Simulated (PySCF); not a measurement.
Start geometry of `C#CB(O)O` from GFN2-xTB (Å):
```
atom  x, y, z in Å
C1     2.2952    0.1717   -0.0349
C2     1.0725    0.0894   -0.0218
B3    -0.4677   -0.0396   -0.0047
O4    -0.9717   -0.7540    1.0059
O5    -1.1535    0.5659   -0.9928
H6     3.3183    0.2914   -0.0579
H7    -1.9500   -0.8299    1.0186
H8    -2.0880    0.4860   -0.9648
```

What comes out of this run: PySCF 2.14.0, PBE0-D3(BJ)/def2-SVP geometry optimisation, gas phase?

```
atom  x, y, z in Å
C1     2.2841    0.2815   -0.0432
C2     1.0782    0.1326   -0.0210
B3    -0.4510   -0.0589    0.0041
O4    -0.9807   -0.7830    1.0283
O5    -1.1707    0.5079   -1.0029
H6     3.3508    0.4154   -0.0649
H7    -1.9363   -0.8865    1.0030
H8    -2.1214    0.3714   -0.9540
```

The energy falls by 9.8 kJ/mol over 8 energy and gradient evaluations, the largest force component goes from 0.0608 to 3.4e-04 Eh/bohr, and the atoms move by 0.029 Å rms after alignment. The bond that changes most is C1–H6 (terminal alkyne carbon to alkyne hydrogen), which lengthens by 0.045 Å. Bonds longer at the end by more than 0.005 Å: 4 of 7; shorter: 2. Among the angles that change most is C2–C1–H6, from 177.1° to 179.8°. Rotational constants go from 10317, 3722, 2735 to 10240, 3674, 2704 MHz. The orientation of the end geometry is arbitrary; only internal coordinates are fixed.

The run used 85 basis functions and 60 SCF cycles in all. On one thread, Arm Neoverse V1 (aarch64), no GPU, shared host with 32 logical CPUs at a one-minute load of 34, this took 17 s wall and 0.35 GiB of memory at its peak.

PBE0-D3(BJ)/def2-SVP frequencies: not computed here. The numbers are those of one conformer.
